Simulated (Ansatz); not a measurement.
This geometry of a periodic cell of 17 atoms, Ba₁₆H (host Ba, host structure bcc, interstitial H) is a first-order saddle point.

Method: DFT PBE, scalar-relativistic, plane waves, PAW in Ansatz 0.2.0. Settings: cutoff 420 eV, k mesh 2x2x2, gaussian smearing 0.1 eV, no spin polarisation.

```xyz
17
Lattice="10.0400 0.0000 0.0000 0.0000 10.0400 0.0000 0.0000 0.0000 10.0400" Properties=species:S:1:pos:R:3
Ba 0.023 0.006 -0.095
Ba 5.034 0.006 -0.015
Ba 0.193 5.026 0.065
Ba -0.064 0.006 5.082
Ba 2.494 2.515 2.525
Ba 4.869 5.025 0.149
Ba 5.114 0.006 4.995
Ba 7.605 2.516 2.464
Ba -0.028 5.026 5.046
Ba 2.494 7.537 2.525
Ba 2.554 2.515 7.453
Ba 4.953 5.026 4.825
Ba 7.604 7.536 2.464
Ba 7.500 2.583 7.559
Ba 2.554 7.537 7.454
Ba 7.500 7.469 7.559
H 2.977 5.027 2.042
```

(1) Which two structures does it join? (They come from a converged band through this point; their orientation in space is the band's.)

(2) How far does it lie above each of them?

Results:

(1) Contacts lost: Ba3–H17. Contacts made: Ba12–H17. The atom that moves furthest is H17, by 1.78 Å.

Initial state:

```xyz
17
Lattice="10.0400 0.0000 0.0000 0.0000 10.0400 0.0000 0.0000 0.0000 10.0400" Properties=species:S:1:pos:R:3
Ba 0.068 0.007 0.038
Ba 4.951 0.007 0.038
Ba 0.193 5.027 -0.008
Ba -0.060 0.007 4.952
Ba 2.509 2.714 2.512
Ba 4.826 5.027 -0.008
Ba 5.079 0.007 4.952
Ba 7.529 2.585 2.470
Ba -0.073 5.027 5.133
Ba 2.509 7.341 2.513
Ba 2.509 2.445 7.415
Ba 5.091 5.027 5.133
Ba 7.529 7.468 2.470
Ba 7.529 2.456 7.595
Ba 2.509 7.608 7.414
Ba 7.529 7.597 7.595
H 2.509 5.027 1.250
```

Final state:

```xyz
17
Lattice="10.0400 0.0000 0.0000 0.0000 10.0400 0.0000 0.0000 0.0000 10.0400" Properties=species:S:1:pos:R:3
Ba 0.077 0.005 -0.068
Ba 4.974 0.005 0.077
Ba -0.124 5.025 -0.080
Ba 0.077 0.005 5.086
Ba 2.499 2.724 2.509
Ba 5.032 5.025 0.207
Ba 4.974 0.005 4.940
Ba 7.654 2.436 2.509
Ba -0.124 5.025 5.097
Ba 2.499 7.327 2.509
Ba 2.556 2.594 7.529
Ba 5.032 5.025 4.811
Ba 7.654 7.614 2.509
Ba 7.454 2.448 7.529
Ba 2.556 7.456 7.529
Ba 7.454 7.602 7.529
H 3.766 5.026 2.509
```

(2) 0.131 eV above the first and 0.131 eV above the second. This is the barrier of this one path; another mechanism may lie lower. Limits of this set-up: coarse k mesh, odd electron count without spin.

Run time: 6.3 min on 4 threads of Intel(R) Xeon(R) 6975P-C (Granite Rapids) (shared host), peak memory 4.4 GiB.
